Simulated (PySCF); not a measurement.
Species: CH3FOSi (triplet state).
Cartesian coordinates in Å at the PBE0-D3(BJ)/def2-SVP level; atoms count from 1:
```
atom  x, y, z in Å
C1    -0.9278    0.0427    0.1016
O2     0.2843    0.7675    0.1046
Si3    1.7533    0.1728   -0.4036
F4     2.6916   -0.5573    0.7215
H5    -1.2410   -0.2227   -0.9210
H6    -1.7006    0.6880    0.5445
H7    -0.8532   -0.8812    0.6979
```

The hyperfine couplings belong to this conformer and change with its torsions.

As a line formula: `CO[Si]F` [triplet].

The calculation used UKS B3LYP, IGLO-III on C F O Si, pcH-1 on H, non-relativistic, mean-field spin-orbit, GIAO (PySCF). The structure is a single PBE0-D3(BJ)/def2-SVP conformer in the gas phase; no vibrational or solvent corrections. This triplet need not be the ground state; the singlet was not compared here. The SCF solution wasn't tested for stability.

(1) What is the g tensor, term by term?

(2) Average each term over the three axes. Which is largest in size?

(3) What effective moment and Curie constant follow for a powder at temperatures where kT is far above the zero-field splitting?

Answers

(1) 
```json
{"Δg (ppm)": "relativistic mass correction", "1": "-190", "2": "-190", "3": "-190"}
{"Δg (ppm)": "gauge correction", "1": "53", "2": "26", "3": "51"}
{"Δg (ppm)": "orbital Zeeman/spin–orbit", "1": "-3365", "2": "-1699", "3": "-181"}
{"Δg (ppm)": "total", "1": "-3502", "2": "-1863", "3": "-321"}
```

So g = 1.99882, 2.00046, 2.00200 and g_iso = 2.00042; the tensor is rhombic: the two nearest values differ by 48 % of g3 − g1. 

(2) The orbital-Zeeman/spin–orbit term -1749, the mass correction -190 and the gauge correction 44 ppm, for a total of -1895 ppm. The orbital-Zeeman/spin–orbit term is the largest in size. The mass correction is the same along every axis, so the anisotropy comes from the other two: their spans along these axes are 27 (gauge) and 3184 ppm (orbital Zeeman/spin–orbit).

(3) With the mean of g² = 4.0017 and S(S+1) = 2.00: μ_eff = √(⟨g²⟩S(S+1)) = 2.829 μB and χT = 0.12505·⟨g²⟩·S(S+1) = 1.001 cm³ K/mol (cgs; spin-Hamiltonian part alone).

The largest Mulliken spin populations are on Si3 (+1.84) and O2 (+0.08). Si3 is the only atom above +0.15.

The HOMO–LUMO gaps are 4.64 eV among the α and 4.20 eV among the β orbitals.
